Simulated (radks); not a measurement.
Neutral dysprosium inside a hard spherical wall (all orbitals vanish at R), configuration held at [Xe] 4f10 6s2 and not refilled when levels cross. Calculated with a radial shooting solver on a logarithmic mesh with Libxc functionals: scalar-relativistic Kohn-Sham, r2SCAN, spin-polarised, spherical densities, finite nucleus; open shells are filled with parallel spins first (spin-orbit coupling, left out, can overturn this in heavy ions); meta-GGA in the generalised Kohn-Sham scheme; Fermi nuclear charge, rms radius 5.2218 fm. Eigenvalues in eV for spin up, with the zero of energy where the potential of the charges vanishes at infinity; a dash marks a level that is unbound or too diffuse for the functional's potential to be trusted. A positive occupied level is held by the wall or, in an anion where self-interaction has pushed it up, behind a barrier. The pressure on the wall is -dE/dV.

R (bohr)  E (hartree)  kinetic (hartree)    e(5s)    e(5p)   e(4f)   e(6s)  e(5d, empty)  e(6p, empty)  pressure (GPa)
free      -12157.5502          13114.766  -51.426  -27.000  -4.742  -3.912        -1.170        -1.065               0
20        -12157.5502          13114.766  -51.425  -27.000  -4.742  -3.912        -1.170        -1.065        < 0.0001
15        -12157.5502          13114.766  -51.423  -26.998  -4.739  -3.911        -1.168        -1.060        0.000171
12        -12157.5498          13114.770  -51.391  -26.967  -4.708  -3.888        -1.138        -1.001         0.00575
10        -12157.5476          13114.789  -51.254  -26.831  -4.573  -3.784        -1.011        -0.773          0.0592
7         -12157.5054          13115.021  -50.086  -25.686  -3.423  -2.662         0.101         1.257            1.98
6         -12157.4365          13115.314  -49.025  -24.665  -2.363  -1.277         1.197         3.555            6.94
5         -12157.2514          13116.014  -47.215  -22.958  -0.498   1.916         3.269         8.535            28.0
3         -12154.1677          13127.496  -34.102   -9.868  14.888  40.730        21.997        59.132            1370
2.5       -12149.7352          13143.152  -21.891    3.928  29.452  84.224        41.351        109.83            5330
